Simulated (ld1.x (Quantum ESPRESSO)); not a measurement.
Gd (Z = 64), TM semilocal: configuration errors across variants

ld1.x (Quantum ESPRESSO) 7.5 input, shortened:

```
&input
   title='Gd', zed=64., rel=0, dft='PBE', iswitch=3,
   config='[Xe] 4f7 5d1.5 6s1.5 6p0'
 /
 &inputp
   pseudotype=1, tm=.true., lloc=0,
   nlcc=.false.
 /
4
5P  2  1   6.00   0.00  1.40  1.40  0.0
5D  3  2   1.50   0.00  2.50  2.50  0.0
4F  4  3   7.00   0.00  1.10  1.10  0.0
5S  1  0   2.00   0.00  1.45  1.45  0.0
 &test
   configts(1)='4f7 5s2 5p6 5d1.5 6s1.5 6p0'
 /
```

Occupied shells without a wave of their own: 6s. They enter only through the test configuration that unscreens the potential.

All-electron excitation energies from the reference (eV): (1) 4f7 5s2 5p6 5d1 6s2 6p0 -0.324; (2) 4f7 5s2 5p6 5d1 6s1 6p0 5.844; (3) 4f7 5s2 5p6 5d1 6s0 6p0 17.156; (4) 4f8 5s2 5p6 5d0 6s1 6p0 -1.611; (5) 4f7 5s2 5p6 5d2 6s1 6p0 0.471; (6) 4f7 5s2 5p6 5d1 6s1.5 6p0 2.151.

A semilocal file is local in each channel, so a ghost entry of none says nothing of the separable form that plane-wave codes build from it.

For the base: The 6s level has no wave, so the channel is fitted at the deeper level alone: the likely source of the large errors.

Tests that are not counted but printed errors over 1 eV. “base”: 4f7 5s2 5p6 5d1 6s0 6p2 (solver errors, printed error -11.8 eV). “wave 5p (bound): rc 1.40 bohr becomes 5p (bound): rc 1.04 bohr”: 4f7 5s2 5p6 5d1 6s0 6p2 (pseudo-atom not self-consistent, printed error -2269 eV). “wave 5p (bound): rc 1.40 bohr becomes 5p (bound): rc 1.18 bohr”: 4f7 5s2 5p6 5d1 6s0 6p2 (solver errors, printed error -12.3 eV). “wave 5p (bound): rc 1.40 bohr becomes 5p (bound): rc 1.34 bohr”: 4f7 5s2 5p6 5d1 6s0 6p2 (solver errors, printed error -11.9 eV). “wave 5p (bound): rc 1.40 bohr becomes 5p (bound): rc 1.50 bohr”: 4f7 5s2 5p6 5d1 6s0 6p2 (solver errors, printed error -12.6 eV).

A true bound ghost makes a file unfit for plane-wave use even where its test errors are small: the radial tests pick states by their node count and pass the ghost by.

Errors AE − PS in meV (a dash: test not solved or not reliable):

| change | (1) | (2) | (3) | (4) | (5) | (6) | bound ghosts |
| --- | --- | --- | --- | --- | --- | --- | --- |
| base | +19 | -26 | -105 | -249 | -16 | -0.1 | none |
| wave 5p (bound): rc 1.40 bohr becomes 5p (bound): rc 0.94 bohr | +19 | -26 | -105 | +986 | -16 | -0.4 | p |
| wave 5p (bound): rc 1.40 bohr becomes 5p (bound): rc 1.04 bohr | +19 | -26 | -105 | +39 | -16 | -0.3 | not determined |
| wave 5p (bound): rc 1.40 bohr becomes 5p (bound): rc 1.18 bohr | +19 | -26 | -105 | -191 | -16 | -0.2 | none |
| wave 5p (bound): rc 1.40 bohr becomes 5p (bound): rc 1.34 bohr | +19 | -26 | -105 | -243 | -16 | -0.1 | none |
| wave 5p (bound): rc 1.40 bohr becomes 5p (bound): rc 1.50 bohr | +19 | -26 | -105 | -251 | -16 | -0.1 | none |
| wave 5p (bound): rc 1.40 bohr becomes 5p (bound): rc 1.78 bohr | +19 | -26 | -105 | -232 | -16 | -0.1 | none |
| wave 5p (bound): rc 1.40 bohr becomes 5p (bound): rc 1.94 bohr | +19 | -26 | -104 | -206 | -16 | -0.1 | none |
| wave 5p (bound): rc 1.40 bohr becomes 5p (bound): rc 2.06 bohr | +19 | -26 | -104 | -191 | -16 | -0.2 | none |

**Question.** Give the same row for: wave 5p (bound): rc 1.40 bohr becomes 5p (bound): rc 1.62 bohr.

**Answer.** +19, -26, -105, -245, -16, -0.1; bound ghosts: none. Not counted: 4f7 5s2 5p6 5d1 6s0 6p2 (solver errors, printed error -22.7 eV).
